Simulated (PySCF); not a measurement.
Job file and geometry (Å, from GFN2-xTB) of an NMR shielding run on SMILES CC#C[Si]1(CC)CSC1, C7H12SSi, GIAO PBE0/pcSseg-1 NMR shielding, non-relativistic, gas phase in PySCF 2.14.0, density-fitted response routines; density fitting, a coarse starting grid and PySCF grid level 2 are the driver's defaults:

```
$ OMP_NUM_THREADS=1 python probes_run.py task.json out

{"job": {"kind": "nmr", "xc": "PBE0", "basis": "pcSseg-1"}, "charge": 0, "multiplicity": 1}
C      3.785186    -0.168164     0.392699
C      2.348738    -0.233580     0.272312
C      1.147729    -0.290347     0.174079
Si    -0.688032    -0.401228     0.024576
C     -1.576011     1.176111     0.598490
C     -1.049099     2.415174    -0.114098
C     -1.344050    -2.053368     0.739485
S     -1.721295    -2.733082    -0.923280
C     -1.210250    -1.132577    -1.670319
H      4.094562    -0.570429     1.357030
H      4.250548    -0.751843    -0.400930
H      4.119473     0.865927     0.315293
H     -2.651486     1.094712     0.433363
H     -1.431887     1.294702     1.672705
H     -1.202455     2.337563    -1.187966
H     -1.556414     3.310976     0.239882
H      0.016823     2.530310     0.066747
H     -2.250146    -2.015593     1.338074
H     -0.615701    -2.684087     1.239923
H     -2.057579    -0.674108    -2.174479
H     -0.417574    -1.300126    -2.394055
```

Problem. What does the program print?

Solution. 
```
coarse grid: 18296 points
cycle   1  E = -960.8209424542  dE =  9.168e-01  |g| = 5.268e-01  |ddm| = 4.442e+00
cycle   2  E = -960.8146079368  dE =  6.335e-03  |g| = 5.574e-01  |ddm| = 1.129e+00
cycle   3  E = -960.8892976226  dE = -7.469e-02  |g| = 1.518e-01  |ddm| = 5.853e-01
cycle   4  E = -960.8946324931  dE = -5.335e-03  |g| = 5.113e-02  |ddm| = 1.571e-01
cycle   5  E = -960.8952557826  dE = -6.233e-04  |g| = 1.084e-02  |ddm| = 4.512e-02
cycle   6  E = -960.8952843542  dE = -2.857e-05  |g| = 3.354e-03  |ddm| = 1.718e-02
cycle   7  E = -960.8952869818  dE = -2.628e-06  |g| = 7.081e-04  |ddm| = 4.294e-03
final grid: 166592 points
cycle   8  E = -960.9524863271  dE = -3.769e-05  |g| = 9.725e-03  |ddm| = 4.422e-02
cycle   9  E = -960.9524753841  dE =  1.094e-05  |g| = 1.173e-02  |ddm| = 1.965e-02
cycle  10  E = -960.9525101288  dE = -3.474e-05  |g| = 9.881e-04  |ddm| = 1.194e-02
cycle  11  E = -960.9525103835  dE = -2.547e-07  |g| = 2.465e-04  |ddm| = 1.464e-03
cycle  12  E = -960.9525103945  dE = -1.101e-08  |g| = 1.193e-04  |ddm| = 2.849e-04
cycle  13  E = -960.9525103975  dE = -2.985e-09  |g| = 5.323e-05  |ddm| = 1.343e-04
cycle  14  E = -960.9525103982  dE = -6.789e-10  |g| = 1.271e-05  |ddm| = 4.730e-05
converged SCF energy = -960.9525103982

GIAO shielding tensors (ppm)
atom      isotropic    diamagn.    paramagn.     s11        s22        s33       span
  0 C      180.996     252.122     -71.125    172.471    172.946    197.571     25.100
  1 C       69.515     276.949    -207.434    -24.623    -19.321    252.489    277.112
  2 C      101.590     257.366    -155.776     14.806     18.019    271.944    257.138
  3 Si     351.733     881.508    -529.775    309.636    362.746    382.817     73.180
  4 C      172.711     254.663     -81.952    166.375    170.441    181.316     14.940
  5 C      179.023     247.907     -68.884    171.441    178.164    187.463     16.022
  6 C      162.930     257.227     -94.297    136.916    163.396    188.478     51.562
  7 S      557.962    1054.633    -496.671    341.066    464.304    868.516    527.449
  8 C      162.448     256.166     -93.718    136.807    162.522    188.015     51.208
  9 H       29.554      27.555       1.999     24.516     27.779     36.367     11.851
 10 H       29.512      27.678       1.835     24.352     27.890     36.294     11.942
 11 H       29.598      28.829       0.769     24.345     28.165     36.283     11.939
 12 H       30.523      31.249      -0.725     25.923     29.241     36.406     10.483
 13 H       30.962      32.266      -1.303     27.151     29.075     36.661      9.511
 14 H       30.885      30.872       0.013     26.485     29.683     36.489     10.004
 15 H       30.448      28.204       2.244     25.157     27.658     38.529     13.373
 16 H       30.621      31.694      -1.073     25.019     30.398     36.448     11.429
 17 H       29.231      31.229      -1.998     25.338     27.378     34.976      9.638
 18 H       29.157      31.816      -2.659     25.818     26.712     34.939      9.121
 19 H       29.130      31.397      -2.267     25.011     27.646     34.733      9.722
 20 H       29.104      32.028      -2.924     25.664     26.941     34.707      9.043
```

Problem. Turn these shieldings into chemical shifts. Referencing at the same level of theory: 13C (σref 186.93) and 29Si (σref 349.16) and 1H (σref 31.72) vs TMS; 33S (σref 503.73) vs CS2.

Solution. Averaging equivalent atoms: C 1: 117.4; C 2: 85.3; C 6/8: 24.2; C 4: 14.2; C 5: 7.9; C 0: 5.9; Si 3: -2.6; S 7: -54; H 18/20: 2.59; H 17/19: 2.54; H 9/10/11: 2.16; H 14/15/16: 1.07; H 12/13: 0.97 ppm. 

Size and cost of the density-fitted run: 227 basis functions, 49 s wall time on 1 thread of an Arm Neoverse V1, shared host; peak memory 1.1 GiB.
